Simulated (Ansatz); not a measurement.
Geometry optimisation, DFT PBE, scalar-relativistic, plane waves, PAW in Ansatz.

input.yaml

```yaml
crystal:
  lattice:
    - [6.98, 0.0, 0.0]
    - [0.0, 6.98, 0.0]
    - [0.0, 0.0, 6.98]
  atoms:
    - { symbol: Li, position: [0.0, 0.0, 0.0] }
    - { symbol: Li, position: [0.5, 0.0, 0.0] }
    - { symbol: Li, position: [0.0, 0.5, 0.0] }
    - { symbol: Li, position: [0.0, 0.0, 0.5] }
    - { symbol: Li, position: [0.25, 0.25, 0.25] }
    - { symbol: Li, position: [0.5, 0.5, 0.0] }
    - { symbol: Li, position: [0.5, 0.0, 0.5] }
    - { symbol: Li, position: [0.75, 0.25, 0.25] }
    - { symbol: Li, position: [0.0, 0.5, 0.5] }
    - { symbol: Li, position: [0.25, 0.75, 0.25] }
    - { symbol: Li, position: [0.25, 0.25, 0.75] }
    - { symbol: Li, position: [0.5, 0.5, 0.5] }
    - { symbol: Li, position: [0.75, 0.75, 0.25] }
    - { symbol: Li, position: [0.75, 0.25, 0.75] }
    - { symbol: Li, position: [0.25, 0.75, 0.75] }
    - { symbol: Li, position: [0.75, 0.75, 0.75] }
    - { symbol: H, position: [0.37020008, 0.00238715, 0.24709719] }
basis:
  ecutwfc: 420.0
kpoints:
  mp_grid: { grid: [3, 3, 3] }
hamiltonian:
  xc: pbe
scf:
  occupations: { method: gaussian, width: 0.15 }
  lower_state_search: "off"
relax:
  f_tol: 0.03
  max_steps: 60
  adjacent_minimum: "off"
output:
  write_density: true
  write_potential: true
  elf: true
  volumetric_format: npy
```

Run as:

```bash
$ ansatz run input.yaml --threads 2 --pin off --max-ram 5120MiB --backend cpu --events-out ev --progress --plain --runs-dir out
```

Where does it end, and by what steps?

The forces met the threshold. The force dipped under the threshold on the way, but the program's further checks kept it going. Limits of this set-up: coarse k mesh, odd electron count without spin. After 6 steps the energy has fallen by 0.061 eV; Li7 moved furthest, 0.18 Å.

```json
{"step": "0", "energy less start (eV)": "0.0000", "largest force component (eV/Å)": "0.194", "accepted": "yes"}
{"step": "1", "energy less start (eV)": "-0.0498", "largest force component (eV/Å)": "0.058", "accepted": "yes"}
{"step": "2", "energy less start (eV)": "-0.0528", "largest force component (eV/Å)": "0.013", "accepted": "yes"}
{"step": "3", "energy less start (eV)": "-0.0559", "largest force component (eV/Å)": "0.021", "accepted": "yes"}
{"step": "4", "energy less start (eV)": "-0.0597", "largest force component (eV/Å)": "0.043", "accepted": "yes"}
{"step": "5", "energy less start (eV)": "-0.0613", "largest force component (eV/Å)": "0.024", "accepted": "yes"}
{"step": "6", "energy less start (eV)": "-0.0613", "largest force component (eV/Å)": "0.024", "accepted": "yes"}
```

```xyz
17
Lattice="6.9800 0.0000 0.0000 0.0000 6.9800 0.0000 0.0000 0.0000 6.9800" Properties=species:S:1:pos:R:3
Li -0.120 0.002 -0.098
Li 3.501 0.003 0.183
Li 0.082 3.491 -0.089
Li -0.120 0.002 3.586
Li 1.721 1.613 1.742
Li 3.455 3.492 0.046
Li 3.505 0.003 3.307
Li 5.371 1.855 1.742
Li 0.081 3.491 3.576
Li 1.718 5.367 1.742
Li 1.802 1.689 5.232
Li 3.456 3.492 3.441
Li 5.371 5.126 1.742
Li 5.135 1.788 5.234
Li 1.801 5.293 5.232
Li 5.135 5.195 5.234
H 2.571 -0.005 1.752
```

Time of the run: 78 s on 2 threads of Arm Neoverse N1 (shared host), peak memory 0.54 GiB.
